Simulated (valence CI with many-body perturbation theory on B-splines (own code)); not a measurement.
Sm¹³⁺: electric-dipole lines

Computed by configuration interaction combined with many-body perturbation theory (CI+MBPT): three valence electrons over a frozen Dirac-Fock core [Kr] 4d10, radial functions for each j: 7 s, 7 p, 7 d, 7 f, 4 g, 2 h, with the one-electron correlation potential Σ1, the two-electron term Σ2, the three-electron term Σ3, Breit, model QED; selected CI, second order for the rest, scaled by the run's own slope (own B-spline code, finite nucleus).

No measured levels were compared; by estimate terms of the open shell hold to a few per cent of their energy, and close levels can change places; configurations with another count of f electrons can be misplaced by thousands of cm⁻¹.

Lines 151 to 200 of 581 in falling wavelength, among levels below 527450 cm⁻¹, chosen from the strongest by gf and those to the six lowest levels. Wavelengths and rates use the calculated energies, so an error of 2000 cm⁻¹ moves a line at 472.5 Å by 0.95 % and its rate by three times that or more. Electric multipoles are in the length gauge, E1 and E2 with the static RPA response of the core. Weak lines are less certain than strong ones. Lines between different terms over intervals too small for the method are left out, as are lines whose strength nearly cancels. Where a level lies close to another of its J and parity, the split of strength between their lines is uncertain. The highest levels of a list are the least certain.

Names give the largest LS component (configuration and term), which can be under half, so a name can repeat, a term be missing and a line seem to break the LS rules; names also repeat where a configuration has a term twice. Letters in brackets count levels of one name in rising energy.

| λ vac (Å) | Upper | Lower | A (s⁻¹) | S (a.u.) |
| --- | --- | --- | --- | --- |
| 472.5 | 4f 5p2 2F°_7/2 [b] | 4f 5s 5p 2G_9/2 [a] | 3.18e+09 | 1.33e+00 |
| 472.3 | 4f 5p2 2G°_9/2 [a] | 4f 5s 5p 2G_9/2 [a] | 2.46e+09 | 1.28e+00 |
| 472.3 | 4f2 5p 4F°_3/2 | 4f2 5s 2P_1/2 | 4.58e+08 | 9.52e-02 |
| 471.3 | 4f 5p2 2F°_5/2 [a] | 4f 5s 5p 4D_3/2 | 1.63e+09 | 5.06e-01 |
| 470.9 | 4f 5p2 2F°_5/2 [b] | 4f 5s 5p 2D_3/2 [a] | 2.78e+09 | 8.58e-01 |
| 470.5 | 4f 5p2 4D°_7/2 [a] | 4f 5s 5p 2F_5/2 [a] | 1.19e+09 | 4.88e-01 |
| 470.3 | 4f 5p2 4G°_5/2 [a] | 4f 5s 5p 4F_5/2 | 3.04e+09 | 9.36e-01 |
| 468.8 | 4f 5p2 2F°_7/2 [b] | 4f 5s 5p 2D_5/2 [a] | 3.00e+08 | 1.22e-01 |
| 468.5 | 4f 5p2 4F°_9/2 | 4f 5s 5p 4G_11/2 | 3.74e+09 | 1.90e+00 |
| 468.0 | 4f2 5p 4D°_7/2 [a] | 4f2 5s 4H_7/2 | 1.71e+06 | 6.93e-04 |
| 467.5 | 4f 5p2 4G°_5/2 [a] | 4f 5s 5p 2F_7/2 [a] | 3.45e+09 | 1.04e+00 |
| 467.3 | 4f 5p2 4D°_7/2 [b] | 4f 5s 5p 4G_9/2 | 3.61e+09 | 1.45e+00 |
| 467.0 | 4f 5p2 4F°_3/2 | 4f 5s 5p 4D_5/2 | 2.70e+09 | 5.43e-01 |
| 466.8 | 4f2 5p 2H°_9/2 [a] | 4f2 5s 4H_11/2 | 6.90e+06 | 3.47e-03 |
| 466.3 | 4f 5p2 2F°_7/2 [a] | 4f 5s 5p 2F_7/2 [b] | 1.58e+09 | 6.33e-01 |
| 465.6 | 4f2 5p 2F°_5/2 [a] | 4f2 5s 4F_7/2 | 5.27e+08 | 1.57e-01 |
| 465.1 | 4f 5p2 2D°_3/2 [a] | 4f 5s 5p 4D_1/2 | 2.63e+09 | 5.23e-01 |
| 464.9 | 4f 5p2 4G°_9/2 | 4f 5s 5p 4G_9/2 | 3.31e+09 | 1.64e+00 |
| 463.1 | 4f 5p2 4G°_5/2 [a] | 4f 5s 5p 4F_3/2 | 2.50e+09 | 7.36e-01 |
| 461.9 | 4f 5p2 4D°_1/2 | 4f 5s 5p 4D_1/2 | 1.49e+09 | 1.45e-01 |
| 461.2 | 4f 5p2 2F°_5/2 [a] | 4f 5s 5p 4D_5/2 | 3.46e+08 | 1.01e-01 |
| 461.0 | 4f2 5p 2F°_7/2 [a] | 4f2 5s 4H_7/2 | 5.64e+06 | 2.18e-03 |
| 460.1 | 4f 5p2 4D°_7/2 [a] | 4f 5s 5p 4F_9/2 | 5.32e+09 | 2.04e+00 |
| 459.8 | 4f 5p2 4G°_9/2 | 4f 5s 5p 4F_7/2 [b] | 5.62e+08 | 2.69e-01 |
| 459.5 | 4f2 5p 2H°_9/2 [a] | 4f2 5s 4H_9/2 | 7.38e+06 | 3.53e-03 |
| 458.1 | 4f2 5p 2F°_5/2 [a] | 4f2 5s 4F_3/2 | 1.11e+08 | 3.16e-02 |
| 457.6 | 4f2 5p 2P°_3/2 [a] | 4f2 5s 4F_3/2 | 1.38e+07 | 2.60e-03 |
| 457.5 | 4f 5p2 4G°_11/2 [a] | 4f 5s 5p 4G_11/2 | 4.20e+09 | 2.38e+00 |
| 457.4 | 4f 5p2 2D°_3/2 [b] | 4f 5s 5p 2D_5/2 [a] | 2.07e+09 | 3.91e-01 |
| 457.4 | 4f 5p2 4G°_5/2 [a] | 4f 5s 5p 4F_7/2 [a] | 1.74e+09 | 4.93e-01 |
| 456.2 | 4f 5p2 2G°_9/2 [a] | 4f 5s 5p 2F_7/2 [b] | 5.52e+08 | 2.59e-01 |
| 455.7 | 4f 5p2 4D°_1/2 | 4f 5s 5p 4D_3/2 | 3.69e+09 | 3.44e-01 |
| 455.4 | 4f 5p2 2F°_5/2 [a] | 4f 5s 5p 4F_7/2 [b] | 8.74e+08 | 2.44e-01 |
| 454.7 | 4f2 5p 2H°_9/2 [a] | 4f2 5s 4H_7/2 | 7.23e+07 | 3.35e-02 |
| 454.2 | 4f 5p2 4F°_9/2 | 4f 5s 5p 4G_9/2 | 2.38e+08 | 1.10e-01 |
| 452.5 | 4f 5p2 2D°_3/2 [c] | 4f 5s 5p 2D_3/2 [b] | 2.28e+09 | 4.17e-01 |
| 452.1 | 4f 5p2 4D°_5/2 | 4f 5s 5p 4F_7/2 [b] | 6.63e+08 | 1.81e-01 |
| 451.9 | 4f 5p2 4D°_7/2 [a] | 4f 5s 5p 4F_5/2 | 1.20e+09 | 4.38e-01 |
| 451.3 | 4f 5s 5p 4F_7/2 [b] | 4f 5s2 2F°_7/2 | 1.74e+08 | 6.31e-02 |
| 451.1 | 4f 5p2 2F°_5/2 [b] | 4f 5s 5p 2D_5/2 [a] | 5.98e+08 | 1.63e-01 |
| 450.5 | 4f 5p2 2F°_7/2 [a] | 4f 5s 5p 4G_9/2 | 3.14e+08 | 1.13e-01 |
| 449.7 | 4f 5p2 2G°_9/2 [b] | 4f 5s 5p 2G_9/2 [b] | 2.25e+08 | 1.01e-01 |
| 449.3 | 4f 5p2 4D°_7/2 [a] | 4f 5s 5p 2F_7/2 [a] | 9.42e+08 | 3.37e-01 |
| 449.3 | 4f 5p2 2D°_3/2 [a] | 4f 5s 5p 4D_5/2 | 1.13e+09 | 2.02e-01 |
| 449.1 | 4f2 5p 4D°_1/2 [a] | 4f2 5s 4F_3/2 | 1.11e+09 | 9.95e-02 |
| 448.4 | 4f2 5p 2S°_1/2 | 4f2 5s 4F_3/2 | 2.55e+07 | 2.27e-03 |
| 446.4 | 4f 5s 5p 4G_9/2 | 4f 5s2 2F°_7/2 | 2.46e+07 | 1.08e-02 |
| 445.6 | 4f2 5p 4D°_3/2 [a] | 4f2 5s 4F_5/2 | 5.86e+08 | 1.02e-01 |
| 445.4 | 4f 5p2 2G°_9/2 [c] | 4f 5s 5p 2G_9/2 [b] | 8.61e+08 | 3.75e-01 |
| 444.8 | 4f 5p2 4G°_11/2 [b] | 4f 5s 5p 2G_9/2 [b] | 3.86e+09 | 2.01e+00 |
